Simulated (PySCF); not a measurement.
First SCF of a structure search on singlet GeO(OH)₂, at a hand-made trigonal planar (heavy-atom frame) geometry. PySCF input:

```python
from pyscf import gto, scf, dft
mol = gto.M(atom='''
Ge     0.000000     0.000000     0.000000
O      1.680000     0.000000     0.000000
O     -0.920000     1.593500     0.000000
O     -0.920000    -1.593500     0.000000
H     -0.591700     2.495600     0.000000
H     -1.865400    -1.760200     0.000000''',
    basis={'Ge': 'def2-TZVP', 'O': 'def2-TZVP', 'H': 'def2-TZVP'},
    charge=0, spin=0)
mf = dft.RKS(mol, xc='PBE0')
mf.grids.atom_grid = (50, 194)
aux = {'Ge': 'def2-universal-JKFIT', 'O': 'def2-universal-JKFIT', 'H': 'def2-universal-JKFIT'}
mf = mf.density_fit(auxbasis=aux)
mf.conv_tol = 1e-08
mf.diis_space = 10
mf.max_cycle = 60
mf.init_guess = 'minao'
mf.verbose = 4
mf.kernel()
```

Excerpt of the output (cycles and frontier levels):

```
init E= -2302.96205658047
  HOMO = -0.417523711136958  LUMO = -0.161817198302487  gap/eV = 6.95813
cycle= 1 E= -2303.07784452084  delta_E= -0.116  |g|= 1.52  |ddm|=  2.2
  HOMO = -0.0786058523460778  LUMO = -0.0471669296186891  gap/eV = 0.85550
cycle= 2 E= -2300.65667586297  delta_E= 2.42  |g|= 3.48  |ddm|= 3.18
  HOMO = -0.278869111515599  LUMO = -0.0875630995987322  gap/eV = 5.20570
cycle= 3 E= -2303.23465985641  delta_E= -2.58  |g|= 1.08  |ddm|=  2.8
  HOMO = -0.292022592015969  LUMO = -0.1012447156115  gap/eV = 5.19133
cycle= 4 E= -2303.47318702133  delta_E= -0.239  |g|= 0.141  |ddm|= 0.641
  HOMO = -0.28735378013792  LUMO = -0.10429455230156  gap/eV = 4.98130
cycle= 5 E= -2303.47555673758  delta_E= -0.00237  |g|= 0.0748  |ddm|= 0.126
  HOMO = -0.292292025100656  LUMO = -0.101407191743782  gap/eV = 5.19424
cycle= 6 E= -2303.47658922431  delta_E= -0.00103  |g|= 0.0286  |ddm|= 0.0446
  HOMO = -0.293894226613982  LUMO = -0.100610502420707  gap/eV = 5.25952
cycle= 7 E= -2303.47671824766  delta_E= -0.000129  |g|= 0.0135  |ddm|= 0.0162
  HOMO = -0.294977980338439  LUMO = -0.100583783817001  gap/eV = 5.28974
cycle= 8 E= -2303.47675194115  delta_E= -3.37e-05  |g|= 0.00362  |ddm|= 0.00704
  HOMO = -0.295405983206922  LUMO = -0.100734530264347  gap/eV = 5.29728
cycle= 9 E= -2303.47675439526  delta_E= -2.45e-06  |g|= 0.000745  |ddm|= 0.00227
  HOMO = -0.295292845604106  LUMO = -0.100641122320233  gap/eV = 5.29674
cycle= 10 E= -2303.47675448266  delta_E= -8.74e-08  |g|= 5.58e-05  |ddm|= 0.000531
  HOMO = -0.295299115340958  LUMO = -0.1006454625199  gap/eV = 5.29680
cycle= 11 E= -2303.47675448335  delta_E= -6.87e-10  |g|= 1.77e-05  |ddm|= 6.12e-05
  HOMO = -0.295292986513313  LUMO = -0.10064524214696  gap/eV = 5.29663
Extra cycle  E= -2303.47675448319  delta_E= 1.51e-10  |g|= 3.19e-05  |ddm|= 3.07e-05
converged SCF energy = -2303.47675448319
```

No lower solution of this spin was found by a stability analysis within the restricted form, which does not test spin polarisation.

The search for the lowest solution, with the stability check, took 10 s on 4 threads of a shared Arm Neoverse V2 host, with 153 basis functions; the process peaked at 0.53 GiB. Launch command: `OMP_NUM_THREADS=4 python axn.py task.json out`.
